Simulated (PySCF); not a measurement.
C₄H₆O₂Si, SMILES Oc1cc([SiH3])co1.

Coordinates come from a PBE-D3(BJ)/def2-SVP optimisation. The geometry has at least one imaginary mode, so it is a saddle point at that level. The structure was generated by enumeration, and PubChem lists no compound with its InChIKey, so it may never have been made. Other conformers were not sampled.

Computed with PBE-D3(BJ)/def2-SVP (PySCF).

Frequencies are harmonic and unscaled.

Computed normal modes with their intensities:
```json
[
 {"mode": "1", "ν (cm⁻¹)": "93i", "IR (km/mol)": "0.1", "moving atoms (share of kinetic energy)": "H 93 %"},
 {"mode": "2", "ν (cm⁻¹)": "137", "IR (km/mol)": "0.2", "moving atoms (share of kinetic energy)": "C 53 %, O 21 %, H 16 %, Si 11 %"},
 {"mode": "3", "ν (cm⁻¹)": "168", "IR (km/mol)": "1.0", "moving atoms (share of kinetic energy)": "C 41 %, H 22 %, O 19 %, Si 18 %"},
 {"mode": "4", "ν (cm⁻¹)": "268", "IR (km/mol)": "96.2", "moving atoms (share of kinetic energy)": "H 91 %"},
 {"mode": "5", "ν (cm⁻¹)": "311", "IR (km/mol)": "4.8", "moving atoms (share of kinetic energy)": "O 47 %, C 45 %"},
 {"mode": "6", "ν (cm⁻¹)": "404", "IR (km/mol)": "7.5", "moving atoms (share of kinetic energy)": "Si 53 %, O 22 %, C 13 %, H 11 %"},
 {"mode": "7", "ν (cm⁻¹)": "442", "IR (km/mol)": "21.3", "moving atoms (share of kinetic energy)": "O 42 %, C 33 %, H 18 %"},
 {"mode": "8", "ν (cm⁻¹)": "572", "IR (km/mol)": "0.2", "moving atoms (share of kinetic energy)": "H 47 %, C 41 %"},
 {"mode": "9", "ν (cm⁻¹)": "637", "IR (km/mol)": "42.9", "moving atoms (share of kinetic energy)": "H 78 %, Si 13 %"},
 {"mode": "10", "ν (cm⁻¹)": "648", "IR (km/mol)": "30.8", "moving atoms (share of kinetic energy)": "H 45 %, C 39 %, O 15 %"},
 {"mode": "11", "ν (cm⁻¹)": "672", "IR (km/mol)": "43.0", "moving atoms (share of kinetic energy)": "H 47 %, C 46 %"},
 {"mode": "12", "ν (cm⁻¹)": "707", "IR (km/mol)": "0.8", "moving atoms (share of kinetic energy)": "H 50 %, C 46 %"},
 {"mode": "13", "ν (cm⁻¹)": "708", "IR (km/mol)": "1.9", "moving atoms (share of kinetic energy)": "O 60 %, C 31 %"},
 {"mode": "14", "ν (cm⁻¹)": "740", "IR (km/mol)": "29.0", "moving atoms (share of kinetic energy)": "H 70 %, C 29 %"},
 {"mode": "15", "ν (cm⁻¹)": "889", "IR (km/mol)": "257.6", "moving atoms (share of kinetic energy)": "H 84 %, C 9 %"},
 {"mode": "16", "ν (cm⁻¹)": "905", "IR (km/mol)": "39.7", "moving atoms (share of kinetic energy)": "H 97 %"},
 {"mode": "17", "ν (cm⁻¹)": "921", "IR (km/mol)": "39.6", "moving atoms (share of kinetic energy)": "H 96 %"},
 {"mode": "18", "ν (cm⁻¹)": "944", "IR (km/mol)": "19.7", "moving atoms (share of kinetic energy)": "C 61 %, H 19 %, O 16 %"},
 {"mode": "19", "ν (cm⁻¹)": "963", "IR (km/mol)": "36.6", "moving atoms (share of kinetic energy)": "O 38 %, C 37 %, H 24 %"},
 {"mode": "20", "ν (cm⁻¹)": "1088", "IR (km/mol)": "52.3", "moving atoms (share of kinetic energy)": "H 72 %, C 22 %"},
 {"mode": "21", "ν (cm⁻¹)": "1132", "IR (km/mol)": "16.6", "moving atoms (share of kinetic energy)": "C 41 %, H 32 %, O 26 %"},
 {"mode": "22", "ν (cm⁻¹)": "1147", "IR (km/mol)": "94.5", "moving atoms (share of kinetic energy)": "C 43 %, O 37 %, H 19 %"},
 {"mode": "23", "ν (cm⁻¹)": "1208", "IR (km/mol)": "55.9", "moving atoms (share of kinetic energy)": "H 76 %, C 17 %"},
 {"mode": "24", "ν (cm⁻¹)": "1296", "IR (km/mol)": "4.6", "moving atoms (share of kinetic energy)": "C 84 %, H 11 %"},
 {"mode": "25", "ν (cm⁻¹)": "1430", "IR (km/mol)": "10.9", "moving atoms (share of kinetic energy)": "C 67 %, H 23 %, O 9 %"},
 {"mode": "26", "ν (cm⁻¹)": "1520", "IR (km/mol)": "82.0", "moving atoms (share of kinetic energy)": "C 87 %, H 11 %"},
 {"mode": "27", "ν (cm⁻¹)": "1617", "IR (km/mol)": "308.4", "moving atoms (share of kinetic energy)": "C 89 %, O 8 %"},
 {"mode": "28", "ν (cm⁻¹)": "2158", "IR (km/mol)": "90.9", "moving atoms (share of kinetic energy)": "H 98 %"},
 {"mode": "29", "ν (cm⁻¹)": "2158", "IR (km/mol)": "108.4", "moving atoms (share of kinetic energy)": "H 96 %"},
 {"mode": "30", "ν (cm⁻¹)": "2172", "IR (km/mol)": "92.3", "moving atoms (share of kinetic energy)": "H 96 %"},
 {"mode": "31", "ν (cm⁻¹)": "3187", "IR (km/mol)": "6.2", "moving atoms (share of kinetic energy)": "H 91 %, C 9 %"},
 {"mode": "32", "ν (cm⁻¹)": "3212", "IR (km/mol)": "1.2", "moving atoms (share of kinetic energy)": "H 91 %, C 9 %"},
 {"mode": "33", "ν (cm⁻¹)": "3742", "IR (km/mol)": "113.1", "moving atoms (share of kinetic energy)": "H 94 %"}
]
```
